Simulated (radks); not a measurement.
Question: These are the eigenvalues of the occupied orbitals of an atom or ion with whole-number occupations (eV). Method: scalar-relativistic Kohn-Sham, r2SCAN, spin-unpolarised, spherical densities, finite nucleus; meta-GGA in the generalised Kohn-Sham scheme; Fermi nuclear charge, rms radius of each element as measured or else 0.836 A^(1/3) + 0.57 fm; computed with a radial shooting solver on a logarithmic mesh with Libxc functionals.

| orbital | eigenvalue |
|---|---|
| 1s | -400.8049 |
| 2s | -27.7445 |
| 2p | -14.9806 |
| 3s | -2.2064 |

Which element is it, and in what charge state? The configuration may be excited.

Answer: Z = 7, nitrogen, charge 0: N in [He] 2s2 2p2 3s1. The list shows which subshells hold electrons but not how many an open one holds; the 1s level, -14.729 hartree, gives Z - s = 5.4 by -(Z - s)^2/2, which with screening and relativity narrows Z to a few neighbours, and the depths of the outer levels then fix element, charge and occupations together.
